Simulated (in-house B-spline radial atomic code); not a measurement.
**PBE hybrid excitations of Al3+**

Method: PBE hybrid with 0.3 exact exchange. Computed with an all-electron radial atomic-structure program (B-spline basis): linear response of the closed shell [He] 2s2 2p6 with the functional's adiabatic kernel; non-relativistic, point nucleus, no spin-orbit coupling, no double excitations, S, P, D and F terms only. Only terms of natural parity with L up to 3 were computed.

Command:
```bash
python run_td.py task.json out
```
Settings (radii: box in bohr, nucleus in fm):
```
Z                        13
electrons                10
configuration            [He] 2s2 2p6
hamiltonian              nr
method                   pbeh
box_radius               23.08
exact_exchange_fraction  0.3
intervals                51
```

Time taken, with all properties: 0.2 s on 1 thread of Intel(R) Xeon(R) 6975P-C (Granite Rapids), with other jobs on the host.

The lowest states, in the order of their Tamm-Dancoff energies; the method's threshold (minus the highest occupied level) is 109.79 eV. Labels give the largest channel, * marks a mixed state, and oscillator strengths are full-response dipole values. Semilocal kernels can invert the small singlet-triplet splittings of Rydberg terms. Energies in eV:

```csv
state,full response,Tamm-Dancoff,oscillator strength
2p → 3s 3P,73.49,73.51,-
2p → 3s 1P,?,?,?
2p → 3p 3S,80.12,80.17,-
2p → 3p 3D,80.98,81.00,-
2p → 3p 1D,81.57,81.57,-
2p → 3p 1S,84.95,85.28,-
2p → 3d 3P,90.40,90.40,-
2p → 3d 3F,90.56,90.57,-
2p → 3d 1F,90.78,90.78,-
2p → 3d 1P,?,?,?
2p → 4s 3P,94.04,94.05,-
2p → 4s 1P,94.25,94.25,0.0348
2p → 4p 3S,96.17,96.19,-
2p → 4p 3D,96.39,96.40,-
2p → 4p 1D,96.55,96.55,-
2p → 4p 1S,97.56,97.67,-
```

Task: Where does 2p → 3d 1P lie?

Result: At 91.49 eV in full response, 91.53 eV in Tamm-Dancoff, oscillator strength 0.622.

Task: Where does 2p → 3s 1P lie?

Result: At 74.34 eV in full response, 74.35 eV in Tamm-Dancoff, oscillator strength 0.211.

Task: How large is the singlet-triplet splitting of 2p → 3s (P terms) in Tamm-Dancoff?

Result: 0.846 eV, from the unrounded values.

Task: What polarisabilities and dispersion coefficient does the method give?

Result: Dipole 0.2765 bohr³, quadrupole 0.2336 bohr⁵, C6 0.2575 hartree·bohr⁶ for two such species.
